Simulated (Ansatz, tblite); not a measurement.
Cost and result up the ladder for AsH2(iPr) (C3H9As) (13 atoms). Charge 0, multiplicity 1. Geometry: r2SCAN-D4/def2-SVP.

```xyz
13

As    1.338    0.075   -1.403
H     0.644   -0.740   -2.492
H     0.958    1.390   -2.080
C    -0.227    0.063   -0.147
C    -0.017    1.124    0.929
C    -0.386   -1.333    0.448
H    -1.124    0.314   -0.738
H     0.071    2.136    0.502
H     0.897    0.925    1.514
H    -0.865    1.134    1.636
H    -1.237   -1.361    1.150
H    -0.568   -2.094   -0.328
H     0.516   -1.633    1.009
```

Ansatz on 4 threads of Arm Neoverse V1 on a shared host; xTB runs through tblite on one thread. Times are rough, summed over both states, and most runs start from the orbitals of an earlier one. PBE0-D4/def2-TZVP serves as the yardstick here, not as an exact answer. The other state is a triplet.

The xTB rows come from tblite.

xTB has no spin-polarisation term.

```
              level  functions  vertical triplet (eV)  difference from PBE0-D4/def2-TZVP (eV)
   PBE-D4/def2-TZVP        195                   5.10                                   -0.11
           GFN2-xTB         30                   6.10                                    0.88
           GFN1-xTB         39                   5.66                                    0.45
  PBE0-D4/def2-TZVP        195                   5.21                                    0.00
r2SCAN-D4/def2-TZVP        195                   5.17                                   -0.04
```

Q: Estimate how long each takes.

A: GFN2-xTB 0.009 s; GFN1-xTB 0.013 s; PBE-D4/def2-TZVP 6.3 s; PBE0-D4/def2-TZVP 10 s; r2SCAN-D4/def2-TZVP 14 s. On shared hardware such times vary by a factor of up to 3.
